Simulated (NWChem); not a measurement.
System: CF2, triplet; SMILES F[C]F

NWChem input:

```
start job
memory heap 200 mb stack 900 mb global 1100 mb
geometry units angstroms noautosym nocenter noautoz
  F      1.147626     0.000000    -0.164026
  C      0.000000     0.000000     0.497241
  F     -1.147626     0.000000    -0.164026
end
basis spherical
  F library def2-svp
  C library def2-svp
end
dft
  odft
  mult 3
  xc pbe0
  iterations 150
end
cosmo
  dielec 1.5
end
task dft energy
```

Excerpt of the output:

```
             Northwest Computational Chemistry Package (NWChem) 7.3.0
             --------------------------------------------------------

                             Geometry "geometry" -> ""
                             -------------------------

 Output coordinates in angstroms (scale by  1.889725989 to convert to a.u.)

  No.       Tag          Charge          X              Y              Z
 ---- ---------------- ---------- -------------- -------------- --------------
    1 F                    9.0000     1.14762600     0.00000000    -0.16402600
    2 C                    6.0000     0.00000000     0.00000000     0.49724100
    3 F                    9.0000    -1.14762600     0.00000000    -0.16402600

 Effective nuclear repulsion energy (a.u.)      61.8237777679

                                 NWChem DFT Module
                                 -----------------

 Summary of "ao basis" -> "ao basis" (spherical)
 ------------------------------------------------------------------------------
       Tag                 Description            Shells   Functions and Types
 ---------------- ------------------------------  ------  ---------------------
 F                          def2-svp                 6       14   3s2p1d
 C                          def2-svp                 6       14   3s2p1d

 in cosmo_initialize ...

 solvent parameters
 solvname_short: unkn
 solvname_long:  unknown
 dielec:        1.5000

          ---------------
          -cosmo- solvent
          ---------------
 Cosmo: York-Karplus, doi: 10.1021/jp992097l
 dielectric constant -eps-     =   1.50
 screen = (eps-1)/(eps    )    =   0.33333
 surface charge correction     = lagrangian

   van der Waals surface
 --------------------------

 ---------- ATOMIC COORDINATES (A.U.) ------------ VDWR(ANG.) --
     1    2.16869868    0.00000000   -0.30996420     1.720
     2    0.00000000    0.00000000    0.93964924     2.000
     3   -2.16869868    0.00000000   -0.30996420     1.720
 number of segments per atom =         32
 number of   points per atom =         32
 atom (   nspa,  nppa )
 ----------------------
    1 (     22,     0 )       0
    2 (     16,     0 )       0
    3 (     22,     0 )       0
 number of -cosmo- surface points =       60
 molecular surface =     67.946 angstrom**2
 molecular volume  =     49.452 angstrom**3
 G(cav/disp)       =      1.200 kcal/mol
 -lineq- algorithm             =   0
 -bem- low  level              =   2
 -bem- from -octahedral-
 gaussian surface charge width =   4.50000
 degree of switching           =   1.00000
 switching function tolerance  =   0.00010
 atomic radii =
 --------------
    1  9.000  1.720
    2  6.000  2.000
    3  9.000  1.720
 ...... end of -cosmo- initialization ......

            General Information
            -------------------
          SCF calculation type: DFT
          Wavefunction type:  spin polarized.
          No. of atoms     :     3
          No. of electrons :    24
           Alpha electrons :    13
            Beta electrons :    11
          Charge           :     0
          Spin multiplicity:     3
          Use of symmetry is: off; symmetry adaption is: off
          Maximum number of iterations: 150
          AO basis - number of functions:    42
                     number of shells:    18
          Convergence on energy requested:  1.00D-06
          Convergence on density requested:  1.00D-05
          Convergence on gradient requested:  5.00D-04

              XC Information
              --------------
                         PBE0 Method XC Functional
                     Hartree-Fock (Exact) Exchange  0.250
          PerdewBurkeErnzerhof Exchange Functional  0.750
            Perdew 1991 LDA Correlation Functional  1.000 local
           PerdewBurkeErnz. Correlation Functional  1.000 non-local

[...]

                                   COSMO solvation results
                                   -----------------------

                 gas phase energy =      -237.202573583709
                 sol phase energy =      -237.202795037717
 (electrostatic) solvation energy =         0.000221454008 (    0.14 kcal/mol)

                    DFT Final Alpha Molecular Orbital Analysis
                    ------------------------------------------

 Vector   11  Occ=1.000000D+00  E=-4.735741D-01
              MO Center= -4.6D-09, -1.4D-11, -1.3D-01, r^2= 1.8D+00
   Bfn.  Coefficient  Atom+Function         Bfn.  Coefficient  Atom+Function
  ----- ------------  ---------------      ----- ------------  ---------------
     4      0.347894  1 F  px                 6      0.346941  1 F  pz
    32      0.347894  3 F  px                34     -0.346941  3 F  pz
     7     -0.229311  1 F  px                35     -0.229311  3 F  px
     9     -0.225860  1 F  pz                37      0.225860  3 F  pz
    21     -0.069582  2 C  px                18      0.033418  2 C  px

 Vector   12  Occ=1.000000D+00  E=-3.657781D-01
              MO Center= -1.1D-09,  5.9D-11,  5.2D-01, r^2= 1.4D+00
   Bfn.  Coefficient  Atom+Function         Bfn.  Coefficient  Atom+Function
  ----- ------------  ---------------      ----- ------------  ---------------
    17      0.435086  2 C  s                 20      0.423681  2 C  pz
    16      0.362298  2 C  s                  6      0.332162  1 F  pz
    34      0.332162  3 F  pz                 9     -0.244819  1 F  pz
    37     -0.244819  3 F  pz                23      0.160353  2 C  pz
    15     -0.149318  2 C  s                  3     -0.082894  1 F  s

 Vector   13  Occ=1.000000D+00  E=-2.245557D-01
              MO Center= -6.3D-10, -8.4D-11,  3.6D-01, r^2= 1.2D+00
   Bfn.  Coefficient  Atom+Function         Bfn.  Coefficient  Atom+Function
  ----- ------------  ---------------      ----- ------------  ---------------
    19      0.675179  2 C  py                22      0.426692  2 C  py
     5      0.298476  1 F  py                33      0.298476  3 F  py
     8     -0.246984  1 F  py                36     -0.246984  3 F  py

 Vector   14  Occ=0.000000D+00  E= 1.368254D-01
              MO Center=  1.6D-09,  4.9D-12, -5.6D-02, r^2= 1.6D+00
   Bfn.  Coefficient  Atom+Function         Bfn.  Coefficient  Atom+Function
  ----- ------------  ---------------      ----- ------------  ---------------
    17      1.082322  2 C  s                 23     -0.801442  2 C  pz
     3     -0.583268  1 F  s                 31     -0.583268  3 F  s
    20     -0.491711  2 C  pz                 7      0.392884  1 F  px
    35     -0.392884  3 F  px                 4     -0.301057  1 F  px
    32      0.301057  3 F  px                16      0.211767  2 C  s

 Vector   15  Occ=0.000000D+00  E= 1.812526D-01
              MO Center= -1.8D-09, -5.4D-11,  6.7D-01, r^2= 2.0D+00
   Bfn.  Coefficient  Atom+Function         Bfn.  Coefficient  Atom+Function
  ----- ------------  ---------------      ----- ------------  ---------------
    21      1.278974  2 C  px                 3     -0.674818  1 F  s
    31      0.674818  3 F  s                 18      0.526776  2 C  px
     9     -0.282649  1 F  pz                37      0.282649  3 F  pz
     6      0.219434  1 F  pz                34     -0.219434  3 F  pz
     7      0.207431  1 F  px                35      0.207431  3 F  px

 Vector   16  Occ=0.000000D+00  E= 3.389679D-01
              MO Center=  1.3D-09, -5.6D-11,  7.2D-01, r^2= 2.3D+00
   Bfn.  Coefficient  Atom+Function         Bfn.  Coefficient  Atom+Function
  ----- ------------  ---------------      ----- ------------  ---------------
    17      1.830118  2 C  s                 16     -1.643272  2 C  s
     3     -0.316331  1 F  s                 31     -0.316331  3 F  s
    15      0.293558  2 C  s                  4      0.163845  1 F  px
    32     -0.163845  3 F  px                20     -0.089374  2 C  pz
     6     -0.081598  1 F  pz                34     -0.081598  3 F  pz

                     DFT Final Beta Molecular Orbital Analysis
                     -----------------------------------------

 Vector    9  Occ=1.000000D+00  E=-5.170708D-01
              MO Center=  1.1D-08, -1.2D-10, -7.8D-02, r^2= 1.6D+00
   Bfn.  Coefficient  Atom+Function         Bfn.  Coefficient  Atom+Function
  ----- ------------  ---------------      ----- ------------  ---------------
     5      0.430507  1 F  py                33      0.430507  3 F  py
     8     -0.282974  1 F  py                36     -0.282974  3 F  py
    19     -0.200351  2 C  py                22     -0.114814  2 C  py
    25      0.027388  2 C  d -1

 Vector   10  Occ=1.000000D+00  E=-4.643690D-01
              MO Center= -1.0D-08,  4.6D-10, -1.5D-01, r^2= 1.7D+00
   Bfn.  Coefficient  Atom+Function         Bfn.  Coefficient  Atom+Function
  ----- ------------  ---------------      ----- ------------  ---------------
     5      0.478731  1 F  py                33     -0.478731  3 F  py
     8     -0.332852  1 F  py                36      0.332852  3 F  py
    24     -0.035684  2 C  d -2

 Vector   11  Occ=1.000000D+00  E=-4.621744D-01
              MO Center= -8.8D-09, -2.0D-10, -1.3D-01, r^2= 1.8D+00
   Bfn.  Coefficient  Atom+Function         Bfn.  Coefficient  Atom+Function
  ----- ------------  ---------------      ----- ------------  ---------------
     6      0.360950  1 F  pz                34     -0.360950  3 F  pz
     4      0.327138  1 F  px                32      0.327138  3 F  px
     9     -0.240431  1 F  pz                37      0.240431  3 F  pz
     7     -0.219540  1 F  px                35     -0.219540  3 F  px
    21     -0.077349  2 C  px                 3      0.031464  1 F  s

[...]
```

Level: PBE0/def2-SVP, spin-unrestricted, COSMO on the gas-phase geometry. In the optimisation the excess spin sits in a1 and b2 (C2v, its own frame). Geometry: optimised at B3LYP/6-31G* (spherical d), spin-unrestricted. No stability test was run on the SCF state. COSMO prints the solvation energy as gas minus solution, so a positive value is a stabilisation.
